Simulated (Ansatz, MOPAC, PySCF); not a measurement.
The scaffold allenyl-X carries different groups X. Gas-phase values, no solvent. One relaxed conformer stands for each flexible species; it need not be the lowest. Strings in code marks are SMILES.

Quantity: electronic energy of isomers of C4H3N relative to `C=C=CC#N`, in kcal/mol. The restricted reference of `C=C=CC#N` and `[C-]#[N+]C=C=C` is unstable towards unrestricted orbitals. Semi-empirical values (MOPAC) are differences of heats of formation.

Level 1: frozen-core MP2/def2-TZVPP // PBE0-D3(BJ)/def2-TZVP (Ansatz, a first-principles code)
Level 2: HF/STO-3G // PBE0-D3(BJ)/def2-TZVP (PySCF)
Level 3: PM3 // PBE0-D3(BJ)/def2-TZVP (MOPAC)
Level 4: PM7 // PBE0-D3(BJ)/def2-TZVP (MOPAC)

```json
[
 {"species": "`[C-]#[N+]C=C=C`", "level 2": "24.2", "level 3": "29.4", "level 4": "18.4"}
]
```

Question: What does level 1 give for each?

Answer: 
- `[C-]#[N+]C=C=C`: 27.3
